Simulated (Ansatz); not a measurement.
Ansatz (a quantum-chemistry and plane-wave program) input:
A basis named .json is the Basis Set Exchange file of that set.

Ansatz 0.2 input:
```yaml
crystal:
  periodic: [false, false, false]
  atoms:
    - {symbol: Se, position_ang: [-0.00000000, -0.00000000, -0.71565625]}
    - {symbol: Cl, position_ang: [0.00000000, 0.00000000, 1.43131250]}
basis:
  gaussian:
    orbitals: def2-QZVPPD.json
    fitting: {mean_field: def2-universal-jkfit, correlation: def2-QZVPPD-RIFIT.json}
total_charge: 1
magnetization: {spin_polarized: true, initial_magnetization: 2}
correlation: {method: mp2, electrons: outside_noble_gas}
```

Task: Which total energy does the run end on?

Result: -2859.40855 Eh (RI-MP2/def2-QZVPPD). The basis has 177 functions.

This state (charge 1, triplet) is run at the relaxed geometry of the species with charge 0 and multiplicity 2.
